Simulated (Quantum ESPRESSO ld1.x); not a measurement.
Results of a calculation; reference values are marked as such.
Q: Ga27+, 4 electrons, occupied as [He] 2s2. Code: ld1.x of Quantum ESPRESSO 7.5. Model: Dirac Kohn-Sham, PW91, spin-unpolarised, spherical densities, point nucleus. Some entries of the table are withheld. Estimate them.

orbital  occ.  eigenvalue (eV)  r(max) (bohr)  <r^2> (bohr^2)
1s1/2       2         -12182.4          0.032             (1)
2s1/2       2         -2819.56            (2)         0.04674
2p1/2       0         -2750.22            (3)         0.03449
2p3/2       0         -2714.96            (4)         0.03556
3s1/2       0         -1202.83          0.445          0.2412

A: 
(1) 1s1/2 <r^2> (bohr^2): 0.003133
(2) 2s1/2 r(max) (bohr): 0.173
(3) 2p1/2 r(max) (bohr): 0.134
(4) 2p3/2 r(max) (bohr): 0.137
